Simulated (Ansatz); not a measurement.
C2F4O (trifluoroacetyl fluoride): the energy, rung by rung

The species is C2F4O (7 atoms), meant as a singlet with charge 0. As SMILES, `O=C(F)C(F)(F)F`. Geometry: optimised at wB97X-V/def2-SVP.

```csv
atom,x (Å),y (Å),z (Å)
O,1.0654,-1.3966,0.7008
C,0.0885,-0.7961,0.4340
F,-1.1394,-1.1976,0.7385
C,0.0179,0.5518,-0.3064
F,-0.7007,0.4153,-1.4196
F,-0.5672,1.4609,0.4719
F,1.2355,0.9623,-0.6192
```

Each level gives the dissociation energy of the F5–C4 bond into doublet F and doublet C2F3O (shapes relaxed at wB97X-V/def2-SVP, no zero-point term) (eV). The values are calculated.

```csv
level,kind,program,value (eV),less CCSD(T)/def2-SVP,CPU time (all runs)
HF/def2-SVP,Hartree–Fock,Ansatz,3.53,-1.55,3 s
SVWN5/def2-SVP,LDA,Ansatz,6.28,+1.20,2.7 s
PBE/def2-SVP,GGA,Ansatz,5.26,+0.18,5.3 s
r2SCAN/def2-SVP,meta-GGA,Ansatz,5.06,-0.02,10 s
B3LYP/def2-SVP,global hybrid,Ansatz,5.02,-0.06,6.7 s
PBE0-D4/def2-SVP,global hybrid,Ansatz,5.09,+0.01,7 s
CAM-B3LYP/def2-SVP,range-separated hybrid,Ansatz,5.23,+0.15,7.9 s
B2PLYP/def2-SVP,double hybrid,Ansatz,5.12,+0.04,10 s
RPA@PBE/def2-SVP,RPA,Ansatz,4.59,-0.49,9.3 s
CCSD(T)/def2-SVP,coupled cluster or CI,Ansatz,5.08,0.00,60 s
```

CCSD(T)/def2-SVP is the highest level here, not the true value. The values span 3.53 to 6.28 eV. Hartree–Fock misses the correlation of the electron pair that is broken and comes out low. Measured bond enthalpies also hold zero-point and thermal terms, a few tenths of an eV less. Times are those of the runs behind each value, whatever else they computed, on shared processors of several kinds: orders of magnitude only.
